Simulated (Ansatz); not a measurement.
A structure relaxed at PBE0-D4/def2-TZVP, charge 0, multiplicity 1:

```xyz
13

C    -1.226    0.738   -0.079
C    -0.426   -0.552   -0.153
C     0.691   -0.456   -1.178
O     0.065   -0.922    1.104
Zn    1.193   -0.020    2.137
H    -2.010    0.654    0.675
H    -0.572    1.575    0.195
H    -1.691    0.978   -1.039
H    -1.108   -1.355   -0.470
H     1.264   -1.385   -1.202
H     1.374    0.363   -0.921
H     0.301   -0.263   -2.182
H     2.144    0.644    3.112
```

Give its formula and SMILES.

C3H8OZn, `CC(C)[O][ZnH]`.

Point group (tolerance 0.08 Å, 0.16 Å for H)?

Cs.

Summarise the bond lengths by kind.

2 × C–C 1.519 Å; 7 × C–H 1.092 to 1.101 Å; 1 × C–O 1.400 Å; 1 × O–Zn 1.776 Å; 1 × H–Zn 1.515 Å.

Results of the Gaussian-basis code of Ansatz.
